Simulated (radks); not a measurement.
Results of a calculation; reference values are marked as such.
Q: Radial electron density D(r) = 4 pi r^2 rho(r) of an atom or ion with 35.8 electrons. Code: a radial shooting solver on a logarithmic mesh with Libxc functionals. Model: Dirac Kohn-Sham, PBEsol, spin-unpolarised, spherical densities, finite nucleus; Fermi nuclear charge, rms radius of each element as measured or else 0.836 A^(1/3) + 0.57 fm.

```
   r/bohr * D(r) (the largest magnitude, 54.9, reaches the edge; | marks zero)
 0.004457 |      *
 0.005804 |         *
 0.007557 |              *
  0.00984 |                    *
  0.01281 |                           *
  0.01668 |                                  *
  0.02173 |                                       *
  0.02829 |                                          *
  0.03684 |                                        *
  0.04796 |                                     *
  0.06246 |                                     *
  0.08133 |                                           *
   0.1059 |                                                    *
   0.1379 |                                                      *
   0.1796 |                                            *
   0.2338 |                                *
   0.3044 |                                 *
   0.3996 |                                       *
   0.5203 |                                 *
   0.6775 |                  *
   0.8822 |        *
    1.149 |      *
    1.496 |     *
    1.948 |   *
    2.536 |*
    3.303 *
      4.3 *
      5.6 *
```

What is the nuclear charge?

A: Z = 37. The innermost maximum, from 1s, lies near gamma/Z bohr with gamma = sqrt(1 - (Z/c)^2) = 0.963, here 0.026 bohr (found: 0.0287), and its height grows with Z. The density is that of the rubidium ion Rb1.2+ in 1s1.8 2s2 2p6 3s2 3p6 3d10 4s2 4p6; the configuration itself is not fixed sharply by these data, and Z only to a few units. D(r) has 3 maxima, at r = 0.0287, 0.125, 0.409 bohr, and minima at 0.0554, 0.262 bohr, inside which lie 1.82, 10.86 electrons.
